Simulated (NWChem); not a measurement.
System meant: CuF$_{2}$, doublet; SMILES [F][Cu][F]

NWChem input:

```
start job
memory heap 200 mb stack 900 mb global 1100 mb
geometry units angstroms noautoz
  Cu     0.000000     0.000000     0.000000
  F      0.000000     0.000000     1.727714
  F      0.000000     0.000000    -1.727714
end
basis spherical
  Cu library def2-svp
  F library def2-svp
end
dft
  odft
  mult 3
  xc pbe0
  iterations 150
  mulliken
end
task dft energy
```

End of the output:

```
 ==============================================================================
                                 internuclear angles
 ------------------------------------------------------------------------------
        center 1       |       center 2       |       center 3       |  degrees
 ------------------------------------------------------------------------------
    2 F                |   1 Cu               |   3 F                |   180.00
 ------------------------------------------------------------------------------
                            number of included internuclear angles:          1
 ==============================================================================

 Summary of "ao basis" -> "" (spherical)
 ------------------------------------------------------------------------------
       Tag                 Description            Shells   Functions and Types
 ---------------- ------------------------------  ------  ---------------------
 Cu                         def2-svp                11       31   5s3p2d1f
 F                          def2-svp                 6       14   3s2p1d

                                 NWChem DFT Module
                                 -----------------

 Summary of "ao basis" -> "ao basis" (spherical)
 ------------------------------------------------------------------------------
       Tag                 Description            Shells   Functions and Types
 ---------------- ------------------------------  ------  ---------------------
 Cu                         def2-svp                11       31   5s3p2d1f
 F                          def2-svp                 6       14   3s2p1d

      Symmetry analysis of basis
      --------------------------

        a1g        13
        a1u         0
        a2g         0
        a2u        10
        b1g         3
        b1u         2
        b2g         3
        b2u         2
        eg         10
        eu         16

  number of electrons :                   47
  multiplicity        :                    3
 ------------------------------------------------------------------------
  no. of electrons and multiplicity not compatible                  47
 ------------------------------------------------------------------------
 ------------------------------------------------------------------------
  current input line :
    19: task dft energy
 ------------------------------------------------------------------------
 ------------------------------------------------------------------------
 There is an error in the input file
 ------------------------------------------------------------------------
 For more information see the NWChem manual at https://nwchemgit.github.io

0: no. of electrons and multiplicity not compatible:Received an Error in Communication
```

Task: Can this run be used? If not, why, and what is the fix?

Result: The input was rejected before any calculation. Cause: the multiplicity doesn't fit the number of electrons (an even count wants an odd multiplicity, and the reverse). This input runs:
```
start job
memory heap 200 mb stack 900 mb global 1100 mb
geometry units angstroms noautoz
  Cu     0.000000     0.000000     0.000000
  F      0.000000     0.000000     1.727714
  F      0.000000     0.000000    -1.727714
end
basis spherical
  Cu library def2-svp
  F library def2-svp
end
dft
  odft
  mult 2
  xc pbe0
  iterations 150
  mulliken
end
task dft energy
```
It converges to -1839.36355 Ha (PBE0/def2-SVP, spin-unrestricted).
